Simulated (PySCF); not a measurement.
# Ionisation energy of As+ by level of theory

As+ [Ar] 3d10 4s2 4p2 (3P) → As(2+) [Ar] 3d10 4s2 4p1 (2P), as a difference of total energies. Calculation: PySCF 2.14, in Sapporo-DKH3-DZP-2012 (6s5p3d1f, 43 functions); scalar relativity by spin-free X2C-1e. Correlated levels: valence: [Ar] 3d10 frozen. The calculations carry no spin-orbit coupling.

```
           method  ionisation energy (eV)
              UHF                  18.013
             BP86                  18.647
             MN15                  18.645
    MP2 (valence)                  18.296
SCS-MP2 (valence)                  18.233
   CCSD (valence)                  18.337
CCSD(T) (valence)                  18.345
```

How much does correlation contribute at CCSD(T) (valence)?

18.345 − (18.013) = 0.332 eV, measured against UHF.

The reference lies between the lowest fine-structure levels, while these numbers refer to the centres of the terms.

Errors of the correlated levels include the incompleteness of this basis and the frozen core.

For comparison: 18.589 eV (measured; NIST Atomic Spectra Database, ionization energies).
